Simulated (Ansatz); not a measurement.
Cu(AsH3)(N(SiH3)2) (CuSi2AsNH9). Charge 0, multiplicity 1. Geometry r2SCAN-D4/def2-SVP, basis def2-TZVP, Ansatz.

```tsv
run	HOMO (eV)	LUMO (eV)
A	-5.36	-1.72
B	-6.18	-0.94
C	-7.48	0.02
D	-5.23	-1.56
E	-5.04	-1.75
```

Question: The runs used B97M-V, CAM-B3LYP, PBE, PBE0, r2SCAN. Estimate which is which.

Answer: A B97M-V (0 % exact exchange); B PBE0 (25 % exact exchange); C CAM-B3LYP (range-separated); D r2SCAN (0 % exact exchange); E PBE (0 % exact exchange). Exact exchange lowers occupied and raises empty levels; among semilocal functionals meta-GGAs tend to open the gap a little, and such runs are hard to tell apart. The gap grows from 3.29 eV (PBE) to 7.50 eV (CAM-B3LYP).
